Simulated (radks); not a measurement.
Values are calculated unless marked as measured or tabulated.
Spherical quantum dot in the effective-mass picture: electrons in a hard-walled sphere of radius 4.71, with a point charge +1 (a donor) at the centre, all in effective atomic units (hartree* = m*/eps^2 hartree, bohr* = eps/m* bohr), one dielectric constant everywhere. Level of theory: non-relativistic Kohn-Sham, LDA (Slater exchange, Perdew-Wang correlation), spin-polarised, spherical densities (a radial shooting solver with Libxc functionals). Levels are named by radial order and angular momentum (1s, 1p, 1d, 2s, ...), and open shells are averaged over m. Results are scaled to m* = 0.063 and eps = 6.4, for which hartree* = 41.85 meV and bohr* = 5.376 nm.

N = 5, configuration 1s2 1p(up 3, down 0). This is the lowest configuration that the search found. Occupied and some empty levels:

level,occupation,eigenvalue (meV),<r> (nm)
1s up,1,46.499,11.57
1s down,1,48.909,10.95
1p up,3,57.405,15.62
1p down,0,60.704,15.60
2s up,0,67.106,11.95
1d up,0,68.667,16.88
2s down,0,68.940,12.40
1d down,0,71.992,16.92
1f up,0,82.520,17.72
1f down,0,85.776,17.77

Energy (meV): total 104.041, kinetic 82.520, external -104.58, Hartree 180.33, exchange-correlation -54.222.

Electron density:

r (nm),n(r) (e/nm^3)
0.590,0.001424
1.86,0.0009114
3.12,0.0006074
4.39,0.0004270
5.66,0.0003200
6.92,0.0002562
8.19,0.0002182
9.46,0.0001952
10.7,0.0001801
12.0,0.0001683
13.3,0.0001564
14.5,0.0001423
15.8,0.0001248
17.1,0.0001041
18.3,0.00008101
19.6,0.00005746
20.9,0.00003589
22.1,0.00001833
23.4,6.430e-06
24.7,7.180e-07
